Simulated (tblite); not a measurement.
A geometry optimisation, step by step.

Compound: C₇H₇F₂ (doublet state).
Numbering: `[CH2:1]=[C:2](/[C:3]=[CH:4]\[F:5])/[C:6]([CH3:7])=[CH:8]/[F:9]` (hydrogens: H10, H11 on C1; H12 on C4; H13, H14, H15 on C7; H16 on C8)
Bond orders are those of one Lewis drawing.

Computed with GFN2-xTB (tblite), gas phase: L-BFGS steps from a force-field or distance-geometry start until the largest atomic force falls under 0.01 eV/Å. 10 of its 99 geometries are shown.

Step 0: E = -757.1535 eV, largest atomic force 6.761 eV/Å
```
atom  x, y, z in Å  |  force x, y, z in eV/Å
C1      0.143    1.821    0.424    0.135  -0.034   0.171
C2      0.401    0.491    0.400   -1.439   1.994  -0.743
C3      1.471    0.054    1.165   -3.468   2.954  -2.234
C4      2.198   -0.832    1.577    4.817  -3.445   3.262
F5      2.204   -2.190    1.368   -0.081  -0.102  -0.106
C6     -0.541   -0.248   -0.456   -0.872   1.057  -0.299
C7     -1.632    0.505   -1.187    0.536   0.486  -0.382
C8     -0.512   -1.532   -0.653   -0.607  -1.808  -0.736
F9     -1.436   -2.144   -1.482    1.024   0.174   0.846
H10    -0.683    2.236   -0.137    0.489   0.232   0.398
H11     0.758    2.467    1.023   -0.054   0.192  -0.036
H12     3.031   -0.552    2.290   -0.509  -0.679  -0.560
H13    -2.215   -0.175   -1.833    0.254   0.444   0.541
H14    -2.269    1.044   -0.480   -0.100  -0.281  -0.285
H15    -1.114    1.238   -1.834   -0.519  -0.251   0.056
H16     0.191   -2.174   -0.198    0.394  -0.933   0.106
```

Step 11: E = -757.8280 eV, largest atomic force 0.266 eV/Å
```
atom  x, y, z in Å  |  force x, y, z in eV/Å
C1      0.151    1.900    0.456    0.037   0.079   0.026
C2      0.327    0.569    0.364   -0.031  -0.067  -0.063
C3      1.386   -0.026    1.092   -0.188  -0.036  -0.165
C4      2.222   -0.864    1.602    0.026  -0.049   0.007
F5      2.239   -2.229    1.386   -0.127   0.025  -0.086
C6     -0.576   -0.241   -0.495   -0.014  -0.046   0.054
C7     -1.648    0.510   -1.233    0.047   0.030   0.011
C8     -0.473   -1.566   -0.620    0.013   0.071  -0.004
F9     -1.325   -2.249   -1.409   -0.004   0.032  -0.001
H10    -0.627    2.431   -0.058   -0.009  -0.066  -0.025
H11     0.793    2.520    1.055    0.119  -0.102   0.107
H12     3.037   -0.625    2.276    0.012   0.065   0.018
H13    -2.249   -0.160   -1.842    0.043  -0.032   0.063
H14    -2.297    1.030   -0.531   -0.080  -0.080   0.023
H15    -1.197    1.257   -1.881    0.024  -0.002  -0.113
H16     0.231   -2.247   -0.171    0.133   0.177   0.147
```

Step 22: E = -757.8721 eV, largest atomic force 0.080 eV/Å
```
atom  x, y, z in Å  |  force x, y, z in eV/Å
C1      0.180    1.913    0.482   -0.005   0.019  -0.013
C2      0.306    0.583    0.343    0.055   0.018   0.055
C3      1.345   -0.063    1.048    0.038  -0.024   0.024
C4      2.188   -0.884    1.570    0.006  -0.011  -0.003
F5      2.197   -2.252    1.359   -0.018   0.052   0.008
C6     -0.596   -0.213   -0.511    0.025   0.015   0.039
C7     -1.676    0.505   -1.259    0.009  -0.002   0.006
C8     -0.443   -1.532   -0.593    0.006  -0.055  -0.019
F9     -1.247   -2.287   -1.360   -0.022  -0.018  -0.015
H10    -0.582    2.479   -0.020   -0.005   0.007   0.003
H11     0.858    2.462    1.113   -0.026   0.004  -0.013
H12     3.001   -0.626    2.242   -0.017  -0.049  -0.030
H13    -2.253   -0.203   -1.847   -0.017   0.012  -0.013
H14    -2.342    1.010   -0.562   -0.034   0.001  -0.015
H15    -1.242    1.248   -1.926   -0.017   0.005  -0.031
H16     0.298   -2.132   -0.089    0.022   0.025   0.017
```

Step 33: E = -757.8753 eV, largest atomic force 0.049 eV/Å
```
atom  x, y, z in Å  |  force x, y, z in eV/Å
C1      0.176    1.924    0.484   -0.006   0.006   0.001
C2      0.314    0.593    0.354   -0.003   0.008   0.013
C3      1.357   -0.049    1.060    0.004   0.009  -0.020
C4      2.187   -0.897    1.564   -0.023   0.010  -0.016
F5      2.153   -2.263    1.351   -0.027   0.014   0.008
C6     -0.591   -0.203   -0.503    0.023  -0.008   0.007
C7     -1.676    0.501   -1.261    0.034  -0.014   0.024
C8     -0.431   -1.522   -0.585    0.001  -0.015  -0.003
F9     -1.235   -2.282   -1.347    0.006  -0.022  -0.005
H10    -0.594    2.476   -0.022    0.000  -0.003   0.001
H11     0.844    2.489    1.109   -0.003  -0.011   0.003
H12     3.019   -0.671    2.224   -0.022   0.004  -0.034
H13    -2.247   -0.215   -1.847    0.033   0.013   0.027
H14    -2.356    1.003   -0.572    0.026   0.016  -0.037
H15    -1.246    1.239   -1.938   -0.037   0.005   0.032
H16     0.317   -2.112   -0.081   -0.005  -0.013  -0.001
```

Step 44: E = -757.8839 eV, largest atomic force 0.136 eV/Å
```
atom  x, y, z in Å  |  force x, y, z in eV/Å
C1      0.139    1.950    0.490    0.018  -0.014   0.059
C2      0.327    0.624    0.367   -0.097  -0.019  -0.056
C3      1.395    0.013    1.061   -0.061   0.027  -0.082
C4      2.165   -0.914    1.521    0.007   0.010   0.026
F5      1.950   -2.272    1.385    0.020   0.014   0.134
C6     -0.552   -0.201   -0.491    0.024  -0.054  -0.037
C7     -1.646    0.494   -1.250    0.061  -0.086   0.019
C8     -0.390   -1.522   -0.569   -0.029   0.034  -0.007
F9     -1.192   -2.285   -1.334   -0.008   0.056  -0.005
H10    -0.641    2.488   -0.013   -0.034  -0.063  -0.015
H11     0.789    2.536    1.111    0.077   0.039   0.070
H12     3.064   -0.749    2.099    0.083  -0.043  -0.039
H13    -2.200   -0.243   -1.826   -0.039   0.059  -0.027
H14    -2.334    0.988   -0.561    0.066  -0.020  -0.084
H15    -1.226    1.233   -1.934   -0.064  -0.035   0.066
H16     0.344   -2.131   -0.066   -0.024   0.094  -0.022
```

Step 54: E = -758.1268 eV, largest atomic force 0.676 eV/Å
```
atom  x, y, z in Å  |  force x, y, z in eV/Å
C1      0.096    1.886    0.609   -0.002   0.178   0.046
C2      0.328    0.572    0.338    0.084  -0.035  -0.365
C3      1.482    0.011    0.842   -0.040  -0.363   0.214
C4      2.189   -0.851    1.484    0.208  -0.620   0.170
F5      1.643   -1.967    2.118   -0.005   0.467   0.023
C6     -0.528   -0.222   -0.587    0.086   0.158   0.173
C7     -1.632    0.497   -1.316    0.069  -0.133   0.023
C8     -0.362   -1.543   -0.624   -0.194   0.042  -0.133
F9     -1.154   -2.299   -1.415    0.272  -0.032   0.222
H10    -0.707    2.411    0.149   -0.348   0.213  -0.006
H11     0.750    2.458    1.247   -0.029  -0.153  -0.039
H12     3.262   -0.900    1.621   -0.035   0.138  -0.185
H13    -2.252   -0.178   -1.927    0.425   0.210   0.302
H14    -2.262    0.960   -0.556   -0.146   0.010  -0.148
H15    -1.218    1.287   -1.948   -0.079  -0.147   0.017
H16     0.359   -2.115   -0.046   -0.264   0.068  -0.312
```

Step 65: E = -758.3272 eV, largest atomic force 0.188 eV/Å
```
atom  x, y, z in Å  |  force x, y, z in eV/Å
C1      0.113    1.814    0.621   -0.045  -0.094   0.096
C2      0.350    0.496    0.300    0.001  -0.083  -0.033
C3      1.418   -0.165    0.838    0.005   0.103  -0.024
C4      2.254   -0.844    1.546   -0.029  -0.009   0.092
F5      1.863   -1.564    2.645    0.013   0.033   0.010
C6     -0.548   -0.225   -0.631   -0.141  -0.026   0.121
C7     -1.626    0.540   -1.337    0.017   0.028   0.043
C8     -0.448   -1.548   -0.738    0.022   0.019   0.041
F9     -1.269   -2.277   -1.514    0.077   0.054   0.011
H10    -0.769    2.322    0.290   -0.005   0.086  -0.104
H11     0.761    2.349    1.287    0.106  -0.009   0.049
H12     3.324   -0.944    1.413   -0.041   0.007  -0.130
H13    -2.207   -0.132   -1.964    0.046   0.071  -0.033
H14    -2.297    1.001   -0.612   -0.035  -0.077   0.000
H15    -1.202    1.339   -1.942    0.025  -0.053  -0.078
H16     0.275   -2.156   -0.216   -0.016  -0.049  -0.061
```

Step 76: E = -758.3554 eV, largest atomic force 0.086 eV/Å
```
atom  x, y, z in Å  |  force x, y, z in eV/Å
C1      0.114    1.799    0.656   -0.005   0.017  -0.019
C2      0.304    0.471    0.338    0.011   0.029  -0.018
C3      1.369   -0.191    0.873    0.006  -0.058   0.034
C4      2.255   -0.829    1.557   -0.013   0.083  -0.018
F5      1.968   -1.438    2.745    0.042  -0.035   0.000
C6     -0.594   -0.243   -0.596    0.000  -0.001   0.029
C7     -1.636    0.538   -1.336    0.014  -0.005   0.000
C8     -0.467   -1.559   -0.751   -0.008   0.022   0.001
F9     -1.268   -2.258   -1.572    0.028  -0.015  -0.012
H10    -0.718    2.366    0.284    0.025  -0.017  -0.013
H11     0.800    2.297    1.319   -0.041  -0.025  -0.019
H12     3.301   -0.957    1.305   -0.028  -0.029   0.004
H13    -2.189   -0.117   -2.006    0.008   0.008   0.017
H14    -2.339    0.996   -0.642    0.007  -0.014  -0.007
H15    -1.167    1.324   -1.925   -0.008   0.016   0.014
H16     0.260   -2.190   -0.260   -0.035   0.026   0.008
```

Step 87: E = -758.3616 eV, largest atomic force 0.041 eV/Å
```
atom  x, y, z in Å  |  force x, y, z in eV/Å
C1      0.114    1.807    0.644    0.010  -0.011  -0.012
C2      0.287    0.469    0.358   -0.006  -0.020   0.004
C3      1.315   -0.211    0.937    0.014  -0.020   0.027
C4      2.250   -0.836    1.565    0.013   0.010  -0.027
F5      2.058   -1.466    2.760   -0.003  -0.001  -0.002
C6     -0.602   -0.242   -0.587   -0.017  -0.005   0.013
C7     -1.637    0.540   -1.332    0.015   0.008  -0.006
C8     -0.471   -1.557   -0.746    0.004   0.019   0.000
F9     -1.238   -2.253   -1.603    0.001  -0.001   0.031
H10    -0.682    2.387    0.222   -0.032   0.003  -0.025
H11     0.783    2.304    1.321    0.019   0.008   0.026
H12     3.278   -0.956    1.239   -0.022   0.008   0.005
H13    -2.174   -0.110   -2.018   -0.011   0.000   0.009
H14    -2.352    0.982   -0.638    0.009  -0.017  -0.019
H15    -1.171    1.340   -1.905    0.007   0.020   0.000
H16     0.234   -2.188   -0.228    0.001   0.000  -0.023
```

Step 98: E = -758.3623 eV, largest atomic force 0.006 eV/Å
```
atom  x, y, z in Å  |  force x, y, z in eV/Å
C1      0.115    1.807    0.640   -0.002   0.001   0.001
C2      0.284    0.467    0.362   -0.003  -0.001   0.004
C3      1.301   -0.218    0.955    0.003   0.002  -0.004
C4      2.249   -0.838    1.567    0.003  -0.002   0.002
F5      2.079   -1.475    2.761    0.002  -0.002   0.001
C6     -0.604   -0.243   -0.584    0.000   0.001  -0.001
C7     -1.635    0.543   -1.332    0.001   0.000  -0.001
C8     -0.473   -1.557   -0.745   -0.002   0.002  -0.002
F9     -1.246   -2.255   -1.594   -0.004  -0.002   0.002
H10    -0.676    2.385    0.205   -0.003   0.004  -0.003
H11     0.778    2.304    1.324    0.001   0.000   0.003
H12     3.273   -0.947    1.226    0.003   0.000   0.000
H13    -2.171   -0.104   -2.022    0.005  -0.003  -0.002
H14    -2.355    0.981   -0.642    0.002  -0.002   0.002
H15    -1.165    1.346   -1.898    0.000   0.000  -0.002
H16     0.239   -2.188   -0.234   -0.004   0.003   0.000
```

**Question.** Summarise the path.

**Answer.** The energy falls by 27.88 kcal/mol from step 0 to step 98; nine tenths of that is first reached at step 58. It rises by more than 0.2 meV at step 47. The largest force goes from 6.761 to 0.006 eV/Å. Among the bonds C3=C4 changes most, from 1.219 to 1.288 Å; the atoms move by 0.529 Å rms after alignment.

**Question.** Follow the three bonds and two angles with the largest change from start to end.

**Answer.** 
| step | E above end (kcal/mol) | largest force (eV/Å) | C3=C4 (Å) | C4–H12 (Å) | C8–F9 (Å) | C2–C3–C4 (°) | C3–C2–C6 (°) |
| --- | --- | --- | --- | --- | --- | --- | --- |
| 0 | 27.88 | 6.761 | 1.219 | 1.131 | 1.384 | 151.2 | 131.1 |
| 4 | 15.53 | 1.140 | 1.278 | 1.083 | 1.348 | 158.1 | 126.7 |
| 9 | 12.73 | 0.346 | 1.291 | 1.083 | 1.347 | 164.9 | 121.7 |
| 13 | 11.99 | 0.329 | 1.291 | 1.089 | 1.348 | 164.5 | 120.9 |
| 17 | 11.42 | 0.112 | 1.287 | 1.084 | 1.345 | 168.0 | 118.7 |
| 21 | 11.32 | 0.066 | 1.288 | 1.085 | 1.343 | 167.7 | 119.3 |
| 26 | 11.28 | 0.038 | 1.288 | 1.084 | 1.344 | 167.0 | 119.7 |
| 30 | 11.26 | 0.048 | 1.289 | 1.086 | 1.343 | 166.4 | 119.9 |
| 34 | 11.22 | 0.059 | 1.289 | 1.085 | 1.344 | 165.5 | 119.6 |
| 38 | 11.17 | 0.052 | 1.289 | 1.084 | 1.344 | 163.8 | 119.2 |
| 43 | 11.09 | 0.095 | 1.290 | 1.083 | 1.345 | 161.0 | 119.6 |
| 47 | 11.04 | 0.985 | 1.293 | 1.096 | 1.350 | 153.2 | 119.3 |
| 51 | 8.61 | 0.545 | 1.295 | 1.088 | 1.338 | 156.0 | 119.1 |
| 55 | 4.84 | 1.175 | 1.289 | 1.094 | 1.349 | 155.8 | 118.5 |
| 60 | 1.62 | 0.247 | 1.291 | 1.086 | 1.339 | 163.4 | 119.7 |
| 64 | 0.96 | 0.226 | 1.289 | 1.083 | 1.346 | 167.9 | 118.9 |
| 68 | 0.42 | 0.139 | 1.289 | 1.084 | 1.343 | 168.9 | 119.6 |
| 72 | 0.26 | 0.091 | 1.287 | 1.083 | 1.344 | 170.9 | 119.2 |
| 77 | 0.14 | 0.073 | 1.289 | 1.084 | 1.344 | 170.6 | 119.2 |
| 81 | 0.10 | 0.063 | 1.287 | 1.083 | 1.344 | 171.8 | 119.2 |
| 85 | 0.04 | 0.059 | 1.288 | 1.085 | 1.344 | 174.1 | 119.1 |
| 89 | 0.01 | 0.016 | 1.288 | 1.085 | 1.344 | 176.7 | 119.0 |
| 94 | 0.00 | 0.017 | 1.288 | 1.085 | 1.344 | 176.8 | 119.1 |
| 98 | 0.00 | 0.006 | 1.288 | 1.085 | 1.344 | 177.3 | 119.0 |

What follows is the cost of the whole relaxation. Hardware: one thread, Arm Neoverse V2 (aarch64), no GPU, shared host. Cost: 0.54 s.
